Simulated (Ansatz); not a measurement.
An input meant for Ba2Te (charge 0, singlet).

```yaml
crystal:
  periodic: [true, true, true]
  atoms:
    - {symbol: Ba, position_ang: [-1.807839, 1.206062, -0.100197]}
    - {symbol: Ba, position_ang: [2.141788, 0.345163, 0.161206]}
    - {symbol: Te, position_ang: [-0.333949, -1.551225, -0.061009]}
basis:
  gaussian: {orbitals: def2-mTZVP}
hamiltonian: {xc: {name: HF}}
correlation: {method: ccsd}
scf: {omitted_lower_state_checks: [starts]}
```

```sh
$ ansatz run in.yaml --threads 4 --pin off --events-out ev --progress --plain --max-ram 3916MiB
```

Output, abridged:

```
Error: YAML parse error: error: line 2 column 3: crystal: missing field `lattice` (a structure is typed as `lattice` and `atoms`, a molecule's as `atoms` in Å alone, or read from a run's directory, `checkpoint`)
 --> <input>:2:3
1 | crystal:
2 |   periodic: [true, true, true]
3 |   atoms:
4 |     - {symbol: Ba, position_ang: [-1.807839, 1.206062, -0.100197]}
```

(1) Something in this input is off. What?

Results:

(1) The species is marked periodic without a cell. The input was rejected before any iteration.
